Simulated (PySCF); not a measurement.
## Mayer bond orders and bond lengths

C5H7FS.
Numbering: `[CH3:1][C:2]([CH3:3])([F:4])[CH:5]=[C:6]=[S:7]` (hydrogens: H8, H9, H10 on C1; H11, H12, H13 on C3; H14 on C5)

Geometry (GFN2-xTB, Å), atoms numbered from 1 in this order:
```
atom  x, y, z in Å
C1    -1.0660   -0.7621    0.7161
C2    -0.3768   -0.0212   -0.4257
C3    -0.2302    1.4700   -0.1389
F4    -1.1738   -0.1555   -1.5567
C5     0.9644   -0.6511   -0.7595
C6     1.9681   -0.7135    0.0563
S7     3.1600   -0.7742    1.0577
H8    -1.1733   -1.8151    0.4674
H9    -0.4749   -0.6702    1.6225
H10   -2.0543   -0.3401    0.8835
H11    0.2438    1.9668   -0.9821
H12   -1.2116    1.9108    0.0201
H13    0.3799    1.6158    0.7475
H14    1.0442   -1.0608   -1.7551
```

Bond orders from the PBE0/pcSseg-1 density (PySCF). The structure is a single GFN2-xTB conformer in the gas phase; no vibrational or solvent corrections.

Q: Where do the orders between heavy atoms depart from those drawn in the SMILES?

A: The largest departure is 0.309, at C5–C6 (drawn double, 1.691). Drawn single, order below 0.88: C2–F4 (0.847). Drawn double or triple, more than 0.30 short of the drawn order: C5–C6 (1.691).

Q: Set the Mayer orders of the bonds beside their lengths.

A: 
| bond | drawn as | length (Å) | Mayer order |
| --- | --- | --- | --- |
| C1–C2 | single | 1.526 | 1.023 |
| C2–C3 | single | 1.526 | 1.023 |
| C2–F4 | single | 1.390 | 0.847 |
| C2–C5 | single | 1.519 | 1.015 |
| C5–C6 | double | 1.295 | 1.691 |
| C6–S7 | double | 1.558 | 1.924 |
| C1–H8 | single | 1.087 | 0.959 |
| C1–H9 | single | 1.086 | 0.950 |
| C1–H10 | single | 1.088 | 0.956 |
| C3–H11 | single | 1.087 | 0.959 |
| C3–H12 | single | 1.088 | 0.956 |
| C3–H13 | single | 1.086 | 0.950 |
| C5–H14 | single | 1.080 | 0.924 |

Bonds between the same two heavy elements. C–C: lowest C2–C5 (1.015, 1.519 Å), highest C5–C6 (1.691, 1.295 Å).

Q: Sum the orders of all bonds at each heavy atom with more than one neighbour and set the sums beside the valence in the SMILES.

A: C1 3.888 (drawn 4), C2 3.908 (drawn 4), C3 3.888 (drawn 4), C5 3.630 (drawn 4), C6 3.615 (drawn 4). Orders between atoms that aren't bonded are not in these sums.

The Mayer order sums products of elements of PS (density times overlap matrix) between the two atoms' basis functions, so it depends on the basis set.

The run behind these numbers computed NMR shieldings as well. The run took 21 s of wall time on Intel Xeon Platinum 8488C, one thread (shared host), and the process peaked at 0.77 GiB of memory.
